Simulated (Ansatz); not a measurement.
ClH3InN (`[NH2][InH][Cl]`). Charge 0, multiplicity 1. In takes the def2 core potential. The geometry is a stationary point of PBE0-D4/def2-TZVP. It is one conformer, not always the lowest.

```xyz
6

N    -0.617   -0.886    0.421
In    0.490    0.461   -0.549
Cl   -0.009    2.597    0.262
H    -0.372   -1.862    0.430
H    -1.052   -0.615    1.290
H     1.559    0.305   -1.853
```

(1) What is the dipole moment at PBE/def2-TZVPP? (An estimate is asked.)

(2) And with r2SCAN, B3LYP, ωB97M-V? (Estimate.)

(3) Give the Mulliken charges with PBE, r2SCAN, B3LYP in def2-TZVPP. (An estimate is asked.)

## Answers

(1) Computed: 3.03 D, with components (0.76, -2.93, -0.22) D in this frame, pointing from negative to positive charge.

(2) Computed: r2SCAN 3.13 D, B3LYP 3.09 D, ωB97M-V 3.10 D.

(3) Computed: 
```json
{"atom": "N1", "PBE": "-0.47", "r2SCAN": "-0.54", "B3LYP": "-0.49"}
{"atom": "In2", "PBE": "0.64", "r2SCAN": "0.72", "B3LYP": "0.71"}
{"atom": "Cl3", "PBE": "-0.39", "r2SCAN": "-0.42", "B3LYP": "-0.42"}
{"atom": "H4", "PBE": "0.15", "r2SCAN": "0.16", "B3LYP": "0.14"}
{"atom": "H5", "PBE": "0.16", "r2SCAN": "0.17", "B3LYP": "0.15"}
{"atom": "H6", "PBE": "-0.09", "r2SCAN": "-0.09", "B3LYP": "-0.10"}
```

B3LYP here is the variant with VWN-RPA as its local correlation; programs differ in this.
